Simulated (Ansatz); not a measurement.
Breaking the Ge1–H4 bond in GeH4O2 (SMILES [OH][GeH2][OH]) (multiplicity 1 held, fragments rigid). Energies count from the point at 1.534 Å.
Geometry at that point (charge 0, multiplicity 1):
```xyz
7

Ge     0.33884    -0.06566     0.00760
O     -0.42944     1.43258     0.60497
O     -0.90670    -1.17365    -0.63493
H      1.02668    -0.63794     1.25326
H      1.24372     0.19796    -1.20236
H     -0.88343     1.92366    -0.08772
H     -1.54067    -1.45390     0.03337
```

R- and RO- levels are restricted; in cc, def2 and unpolarised 6-31G sets they are followed outwards from rest. U- levels take the lowest unrestricted solution at each point, which mixes spins at long bonds. Active spaces are followed from a long bond inwards. Curves can end on different states.

Cores are frozen in the correlated methods. Filled d and f shells under p-block atoms count as core.

Programs: Ansatz (Gaussian basis) for Hartree–Fock, density functionals and correlated methods. Each number belongs to the level named beside it.

Energies in kJ/mol.

| R (Å) | R-MP2/cc-pVDZ | R-SCS-MP2/cc-pVDZ | U-CCSD(T)/cc-pVDZ | FIC-MRCISD+Q on CASSCF(2,2)/cc-pVDZ |
|---|---|---|---|---|
| 1.227 | 132 | 132 | 133 | 132 |
| 1.380 | 26 | 26 | 27 | 26 |
| 1.534 | 0 | 0 | 0 | 0 |
| 1.687 | 17 | 17 | 15 | 16 |
| 1.840 | 56 | 55 | 52 | 52 |
| 2.071 | 130 | 129 | 120 | 120 |
| 2.301 | 206 | 204 | 189 | 188 |
| 2.684 | 318 | 314 | 282 | 276 |
| 3.067 | 402 | 395 | 340 | 329 |
| 3.528 | 467 | 454 | 363 | 358 |
| 4.141 | 501 | 478 | 368 | 369 |
| 4.908 | 479 | 438 | 369 | 371 |

Doubts at one or more of the structures used: a restricted determinant that unrestricted orbitals would lower (R-MP2/cc-pVDZ, R-SCS-MP2/cc-pVDZ); a spin-contaminated determinant (U-CCSD(T)/cc-pVDZ); T1 above 0.05 (U-CCSD(T)/cc-pVDZ).

Ansatz is a first-principles code.
